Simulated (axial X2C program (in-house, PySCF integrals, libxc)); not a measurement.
Spin–orbit effects down a group: molecules with Sc, PBE0

Computed with an in-house relativistic program for diatomic molecules, spin-free (one-electron X2C) or two-component (2c: spin–orbit coupling with atomic mean-field Coulomb and Gaunt terms, which also bring small scalar terms), in Dyall basis sets with cores contracted in-house; open shells are unrestricted.

Basis sets: H dyall-v3z, K dyall-cv3z, Na dyall-cv3z, Sc dyall-cv3z.

```
molecule  spin-free state  Re (Å)  ωe (cm⁻¹)  De (eV)  2c state  Re 2c (Å)  ωe 2c (cm⁻¹)  De 2c (eV)
     ScH   M_S = 1, Λ = 2   1.849     1480.7     2.27     Ω = 1      1.849        1480.4        2.28
    NaSc   M_S = 1, Λ = 2   3.438      131.0     0.28     Ω = 1      3.438         131.0         n/a
     KSc   M_S = 1, Λ = 1   3.982       82.4     0.22     Ω = 2      3.981          82.4        0.21
```

Q: Work out the shifts from the spin-free to the two-component result.

A: 

| molecule | 2c state | ΔRe (Å) | Δωe (cm⁻¹) | ΔDe (eV) |
| --- | --- | --- | --- | --- |
| ScH | Ω = 1 | 0.000 | -0.3 | 0.01 |
| NaSc | Ω = 1 | 0.000 | 0.0 | n/a |
| KSc | Ω = 2 | -0.001 | 0.0 | -0.01 |

Shifts of one unit in the last digit are rounding.

Each entry is the lowest single determinant of a limited PBE0 search at one distance. De goes to single-determinant-based atoms at the same level (for ions the charge split of lowest energy) and is withheld (n/a) where an atom does not fit its ground term or J level. Main or longest-lived isotopes. One determinant is a doubtful description, or other states lie close, for ScH, NaSc, KSc; these need not be ground states, and all values refer to the states named. Some open-shell Ω = 0 determinants are out of reach, so the Ω given for KSc need not be the lowest component. With several unpaired electrons the Ω given is that of one determinant, not necessarily of the lowest component. Some light 2c atoms are not at their ground J level, so De misses part of their lowering (0.04 eV or less). The functionals have no current term, which raises determinants with orbital currents. Where the atoms have a lower orbital projection than the molecule, De at mean-field level may be about a tenth of an eV too small.
